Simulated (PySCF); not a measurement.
A geometry optimisation on `O[SiH2][AsH2]`.

Method: PBE0-D3(BJ)/def2-SVP geometry optimisation, gas phase (PySCF 2.14.0). Start geometry: GFN2-xTB. A driver script takes a list of jobs; this job's settings line and coordinates (Å) are shown.

Input:
```
{"job": {"xc": "PBE0", "basis": "def2-SVP", "d3": "d3bj", "grid": 1, "maxiter": 30, "shake": 0.01, "kind": "geom"}, "charge": 0, "multiplicity": 1}
O     -1.577850     0.923130     0.116250
Si    -0.606340    -0.349500     0.128150
As     1.547240     0.354300     0.610360
H     -1.403300     1.696190    -0.462660
H     -1.200850    -1.138560     1.196530
H     -0.743640    -1.063800    -1.146480
H      1.914580     0.588900    -0.831340
H      2.125290    -1.029790     0.492210
```

Output:
```
step   0  E = -2602.72527831  max force = 0.060791
step   1  E = -2602.73196800  max force = 0.014840
step   2  E = -2602.73263270  max force = 0.004648
step   3  E = -2602.73285908  max force = 0.001957
step   4  E = -2602.73289901  max force = 0.000607
step   5  E = -2602.73290739  max force = 0.000363
optimisation converged
```

Energies in Eh; «max force» is the largest Cartesian gradient component in Eh/bohr.

Q: How much energy does the optimisation release, in kJ/mol?

A: E(step 0) − E(last step) = 0.007629 Eh, which is 20.0 kJ/mol.

Q: Give the first gradient maximum in eV/Å.

A: With 1 Eh/bohr = 51.422 eV/Å, 3.126 eV/Å.

Main results: final energy -2602.73291 Eh after 5 steps; dipole 1.58 D.

Q: Where do the atoms end?

A: 0.105 Å rms from the input after alignment:
```
atom  x, y, z in Å
O1    -1.6061    1.0562    0.0593
Si2   -0.6304   -0.2920    0.1514
As3    1.6103    0.3010    0.6688
H4    -1.4511    1.6606   -0.6716
H5    -1.1520   -1.1035    1.2853
H6    -0.6981   -1.0952   -1.1113
H7     1.9367    0.6078   -0.7917
H8     2.0460   -1.1547    0.5132
```

The run took 15 s on an Arm Neoverse V1 with one thread, shared host with 32 logical CPUs at a one-minute load of 3.4, and the process peaked at 0.36 GiB of memory.
Labels such as C1 count atoms from 1, the log's own numbers from 0.
